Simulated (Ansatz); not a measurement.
PBE exchange is replaced step by step with exact exchange (0 % is PBE, 25 % PBE0; no dispersion term), basis def2-SVP, Ansatz. System: Al2Sb2 (the lowest singlet isomer of a short search). Charge 0, multiplicity 1. Geometry: r2SCAN-D4/def2-SVP, each spin state at its own.

The relaxed quintet has other bonds than the singlet, so its gap is one between isomers.

Geometry of the singlet:

```tsv
atom	x (Å)	y (Å)	z (Å)
Al1	0.257	2.058	1.447
Al2	-0.258	-2.058	-1.447
Sb3	-1.013	-0.414	0.769
Sb4	1.013	0.414	-0.770
```

In the def2 sets Sb takes a core potential; there is no spin–orbit coupling. The structure comes from a short search, and lower isomers may exist.

| exact exchange (%) | HOMO (eV) | LUMO (eV) | gap (eV) | triplet − singlet (kJ/mol) | quintet − singlet (kJ/mol) |
| --- | --- | --- | --- | --- | --- |
| 10 | -4.85 | -3.71 | 1.14 | 16.4 | 131.6 |
| 40 | -5.76 | -3.00 | 2.76 | 13.1 | 113.7 |

Estimate the row for 15 %.


```json
{"exact exchange (%)": "15", "HOMO (eV)": "-5.00", "LUMO (eV)": "-3.59", "gap (eV)": "1.41", "triplet − singlet (kJ/mol)": "15.9", "quintet − singlet (kJ/mol)": "128.7"}
```
